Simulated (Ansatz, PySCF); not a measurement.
System: C4H6S, net charge 0, singlet state. 
Structure (B3LYP-D3(BJ)/def2-TZVP (Ansatz, a quantum-chemistry and plane-wave program) minimum search):
```
C
C 1 1.3252
H 2 1.0834 1 123.13
H 1 1.0834 2 123.13 3 0.00
C 2 1.4977 3 119.67 1 -180.00
H 5 1.0924 2 111.84 3 60.48
H 5 1.0924 6 107.75 2 123.31
C 1 1.4977 4 119.67 2 -180.00
H 8 1.0924 1 111.84 4 60.48
H 8 1.0924 9 107.75 1 123.31
S 5 1.8383 6 109.86 7 119.67
```

Total electronic energies in hartree. Valence correlation only, unless marked. No spin-orbit coupling. Non-relativistic. Basis-set limits of correlation are two-point, X^-3; Hartree-Fock from the larger set. The bracket is a focal-point correction in the basis named.

```json
[
 {"level": "HF/def2-TZVPD", "program": "PySCF", "energy (Eh)": "-552.54207"},
 {"level": "HF-D3(BJ)/def2-TZVPD", "program": "PySCF + dftd3", "energy (Eh)": "-552.62331"},
 {"level": "SVWN5/def2-TZVPD", "program": "Ansatz", "energy (Eh)": "-551.45938"},
 {"level": "BLYP/def2-TZVPD", "program": "Ansatz", "energy (Eh)": "-554.19168"},
 {"level": "HSE06-D4/def2-TZVPD", "program": "Ansatz + dftd4", "energy (Eh)": "-553.93796"},
 {"level": "SCS-MP2/cc-pV(T+d)Z", "program": "Ansatz", "energy (Eh)": "-553.37134"},
 {"level": "CCSD/cc-pVTZ", "program": "Ansatz", "energy (Eh)": "-553.41693"},
 {"level": "RI-MP2/CBS(aug-cc-pV(T+d)Z,aug-cc-pV(Q+d)Z)+[CCSD(T)-MP2]/aug-cc-pV(D+d)Z", "program": "Ansatz", "energy (Eh)": "-553.5708"},
 {"level": "RI-MP2/CBS(aug-cc-pV(T+d)Z,aug-cc-pV(Q+d)Z)+[CCSD(T)-MP2]/aug-cc-pV(T+d)Z", "program": "Ansatz", "energy (Eh)": "-553.5734"}
]
```

Totals of different functionals don't rank their quality; only differences between species are comparable.
